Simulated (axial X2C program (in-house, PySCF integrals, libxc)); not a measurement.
**Potential curves of MnB⁺, 2c**

Calculated with an axial X2C code built on PySCF integrals. Two-component (2c) means X2C with spin–orbit coupling and atomic mean-field two-electron Coulomb and Gaunt terms. Basis: Mn dyall-cv3z [9s10p6d3f2g], B dyall-v3z [7s6p2d1f] (cores contracted in-house); Gaussian nuclei, density fitting, unrestricted open shells. Masses: Mn 54.938 u, B 11.009 u.

State: Ω = 7/2 (⟨Sz⟩ = 2.50, ⟨Lz⟩ = 1.00 at PBE0). Energies in kJ/mol from the fragments at the same level (Mn+ + B). Fits are polynomials in 1 − R0/R over 0.85 to 1.23 times the lowest point R0.

| R (Å) | PBE0 | PBEsol |
| --- | --- | --- |
| 1.8764 | -98.29 | -201.74 |
| 1.9383 | -108.87 | -207.51 |
| 2.0001 | -114.32 | -208.69 |
| 2.0620 | -115.76 | -206.41 |
| 2.1342 | -113.54 | -200.60 |
| 2.2063 | -108.27 | -192.44 |
| 2.2991 | -98.54 | -179.84 |

The state is a single determinant with fixed occupations, the lowest that a limited PBE0 search found. De is counted from the lowest determinant-based energies of the atoms at the same level, without counterpoise correction. Density functionals use the spin component along the axis (collinear). In 2c an atomic determinant is not the ground J level, so De misses part of the atomic spin–orbit lowering. This holds for PBE0, PBEsol. PBE0 can misorder states that lie within some tenths of an eV, so this need not be the ground state of the molecule. The nearest other spin-free determinant of the search, M_S = 3/2, Λ = 1, lies 0.09 eV up at the distance of the search. The functionals have no current-density term, which raises determinants with orbital currents, atoms included. With several unpaired electrons one determinant need not be a pure state. A state of lower Ω lies just above, and one determinant can place such states too high, so the state shown need not be the lowest. The search has Ω = 3/2 only 0.01 eV up. The determinant is spin-polarised beyond a pure state at some levels (its spin-free form has ⟨S²⟩ too high), which makes Re and μ there less reliable.

Task: Fit the PBE0 curve near its minimum: give the equilibrium distance, the harmonic wavenumber and the well depth.

Result: At PBE0, 2c: Re = 2.057 Å, ωe ≈ 505 cm⁻¹, De = 1.20 eV to Mn+ + B; Be follows as 0.434 cm⁻¹.

Task: Fit the PBEsol curve near its minimum: give the equilibrium distance, the harmonic wavenumber and the well depth.

Result: At PBEsol, 2c: Re = 1.988 Å, ωe ≈ 540 cm⁻¹, De = 2.16 eV to Mn+ + B; Be follows as 0.465 cm⁻¹.
